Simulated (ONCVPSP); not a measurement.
**Pseudopotential generation for cerium: ONCV, LDA (Perdew-Zunger), fully relativistic.**

* Element: cerium
* Generator: ONCVPSP 4.0.1
* Type: optimised norm-conserving Vanderbilt (ONCV)
* Functional: LDA (Perdew-Zunger)
* Relativity: fully relativistic
* Frozen core: [Kr]
* Valence charge: 22
* Reference configuration: 4d10 4f1 5s2 5p6 5d1 6s1.5 (charge +0.5)
* Partial waves: 5s+6s: rc 2.60 bohr, ncon 3, nbas 7, qcut 4.3 1/bohr, 2 projectors; 5p: rc 2.00 bohr, ncon 4, nbas 9, qcut 3.6 1/bohr, 3 projectors, debl 0.3 Ha; 4d+5d: rc 1.20 bohr, ncon 5, nbas 9, qcut 13.2 1/bohr, 2 projectors; 4f: rc 1.20 bohr, ncon 3, nbas 8, qcut 15.1 1/bohr, 2 projectors, debl 1.3 Ha
* Local potential: polynomial inside 1.00 bohr (lpopt 1, dvloc0 -1 Ha)
* Core correction: Teter function fitted to the true core (icmod 2), fcfact 0.4

Open shells are filled in proportion to 2j + 1.

In the p channel the program set the typed energies aside and used -0.929, 0.250, 0.550 Ha (j = l + 1/2; the other j can differ).

Poles of the logarithmic derivatives, all-electron (AE) and pseudo (PS). Narrow ghost or core levels that the grid stepped over were put in at their known energies. s: poles at -1.5, 2.2 (AE) and -4.3, -1.5, 2.1 (PS) Ha. p3/2: poles at 0.2 (AE) and 0.2 (PS) Ha. p1/2: poles at -0.0 (AE) and -0.0 (PS) Ha. d5/2: poles at -3.2 (AE) and -3.2 (PS) Ha. d3/2: poles at -3.4 (AE) and -3.4 (PS) Ha. f7/2: poles at 1.2 (AE) and 1.2 (PS) Ha. f5/2: poles at 1.1 (AE) and 1.1 (PS) Ha. Test radii: s 2.65, p3/2 2.03, p1/2 2.03, d5/2 1.22, d3/2 1.22, f7/2 1.22, f5/2 1.22 bohr.

* Cutoffs needed: 87 Ha and 97 Ha (the cutoffs (Ha) at which the residual kinetic energy of the hardest occupied pseudo-wave falls to 1 and 0.1 mHa per electron)
* Ghost test: ghosts flagged at negative energy: s at -116.6 eV; GHOST(+) flagged for p3/2 at 152.0 eV, p1/2 at 183.2 eV; a true bound ghost makes a file unfit for plane-wave use
* Largest excitation error: -6.5 meV (all-electron minus pseudo) for 4d10 4f1 5s2 5p5 5d1 6s2, out of 4 test configurations
* rms error of d²Exc/dni dnj: 6.71 mHa without and 3.44 mHa with the model core
